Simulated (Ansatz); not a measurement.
Cost and result for the atomization energy of `OB(O)[TeH]` (7 atoms, 6 bonds).

```xyz
7

O    -0.660   -1.238    0.336
B     0.082   -0.313   -0.315
O     0.665   -0.702   -1.474
Te    0.357    1.742    0.439
H    -1.056   -0.930    1.151
H     1.187   -0.035   -1.921
H    -0.574    1.476    1.784
```

The species carries charge 0 and has multiplicity 1. Correlated methods include outer-core shells of Te, which these sets cover unevenly. Te takes the def2 core potential. All single points use the PBE0-D4/def2-TZVP geometry. It is one conformer, not always the lowest. Program: Ansatz. All runs use 2 threads of a server CPU on a shared host. Times are those of one run each, without the atoms' runs, and a repeat can differ threefold. Electronic energies, without spin–orbit coupling; frozen cores. CCSD(T)/CBS adds CCSD(T) − MP2 in def2-TZVPP to the MP2 limit, and its time is that of the two runs behind it. T1 = 0.012. With those shells the extrapolation isn't a true limit. HSE06 is the plane-wave form, built on full-range PBE exchange.

CCSD(T)/CBS is a level of theory with its own doubt, some kJ/mol a heavy atom from the limit and from the frozen cores, so smaller differences don't rank the functionals.

| level | functions | wall time |
| --- | --- | --- |
| LDA (SPW92)/def2-TZVPP | 185 | 1.1 s |
| BLYP-D4/def2-TZVPP | 185 | 1.8 s |
| PBE0-D4/def2-TZVPP | 185 | 2.5 s |
| HSE06-D4/def2-TZVPP | 185 | 2.8 s |
| CAM-B3LYP-D4/def2-TZVPP | 185 | 3 s |
| BHLYP-D4/def2-TZVPP | 185 | 3.3 s |
| CCSD(T)/def2-SVP | 83 | 4.2 s |
| r2SCANh-D4/def2-TZVPP | 185 | 4.4 s |
| PBE-QIDH/def2-TZVPP | 185 | 4.9 s |
| ωB97X-V/def2-TZVPP | 185 | 7.5 s |
| MP2/def2-QZVPP | 343 | 17 s |
| CCSD(T)/def2-TZVPP | 185 | 110 s |
| CCSD(T)/CBS(def2) | – | 2.1 min |

(1) What atomization energy does each give, and how far from CCSD(T)/CBS? (Estimate.)

Results:

(1) The calculation gave: 
```csv
level,atomization (kJ/mol),difference from CCSD(T)/CBS,per bond
LDA (SPW92)/def2-TZVPP,3058.8,437.9,73.0
BLYP-D4/def2-TZVPP,2616.4,-4.5,-0.7
PBE0-D4/def2-TZVPP,2598.3,-22.6,-3.8
HSE06-D4/def2-TZVPP,2600.5,-20.4,-3.4
CAM-B3LYP-D4/def2-TZVPP,2612.1,-8.8,-1.5
BHLYP-D4/def2-TZVPP,2489.3,-131.6,-21.9
CCSD(T)/def2-SVP,2436.8,-184.1,-30.7
r2SCANh-D4/def2-TZVPP,2593.9,-27.0,-4.5
PBE-QIDH/def2-TZVPP,2577.7,-43.2,-7.2
ωB97X-V/def2-TZVPP,2603.9,-17.0,-2.8
MP2/def2-QZVPP,2666.9,46.0,7.7
CCSD(T)/def2-TZVPP,2534.9,-86.0,-14.3
CCSD(T)/CBS(def2),2620.9,0.0,0.0
```

The D4 term adds +22.7 kJ/mol with B3LYP and +11.6 kJ/mol with PBE0; it sums over pairs of atoms, weighted by their polarisabilities, and B3LYP, whose exchange is more repulsive, gets the larger term. At CCSD(T), def2-SVP lies −184.0 kJ/mol from the extrapolated value and def2-TZVPP −86.0 kJ/mol: correlation converges slowly with the basis, and small sets miss more of it in the bonded molecule than in its fragments. From PBE to PBE0 (25 % exact exchange), in def2-TZVPP and without D4, the atomization energy moves by −75.7 kJ/mol: exact exchange takes away binding that semilocal exchange gives to molecules.

B3LYP here is the variant with VWN-RPA as its local correlation; programs differ in this.

Spin–orbit coupling would lower the free Te atoms strongly, and the atomization energy with them, by more than many differences here.
